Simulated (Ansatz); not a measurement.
Species: CH2Cl3Sn, net charge 0, doublet state. It need not be the lowest isomer of its formula. 
Structure (B3LYP-D3(BJ)/def2-TZVP (Ansatz, a program for electronic structure) minimum search):
SMILES: [CH2][Sn]([Cl])([Cl])[Cl]
```xyz
7

C     -1.2648    -1.7081    -0.9618
Sn    -0.1295    -0.1750    -0.0979
Cl     0.1827     1.5663    -1.6070
Cl    -1.1353     0.7328     1.7960
Cl     1.9638    -0.9334     0.5782
H     -1.2984    -2.6911    -0.5119
H     -1.8292    -1.5248    -1.8661
```
Charge 0, spin multiplicity 2.

Parts of the frozen-core correlation energy in def2-SVP (Ansatz, hartree). Frozen orbitals: 25; correlated occupied orbitals by spin: 16 and 15; virtual: 63 and 64. UHF or UKS for open shells. Spin-orbit coupling is left out. Past Kr the def2 sets carry scalar-relativistic core potentials.

```json
[
 {"term": "reference (HF)", "value": "-1630.51111"},
 {"term": "MP2 opposite-spin", "value": "___"},
 {"term": "MP2 same-spin", "value": "___"},
 {"term": "CCSD correlation", "value": "___"},
 {"term": "(T)", "value": "-0.01460"},
 {"term": "T1 diagnostic", "value": "0.010"},
 {"term": "largest doubles amplitude", "value": "0.032"},
 {"term": "<S^2> of the reference", "value": "0.764"}
]
```

**Question.** Some entries are withheld; supply them.

**Answer.** 
- MP2 opposite-spin, value: -0.42861
- MP2 same-spin, value: -0.15065
- CCSD correlation, value: -0.63446
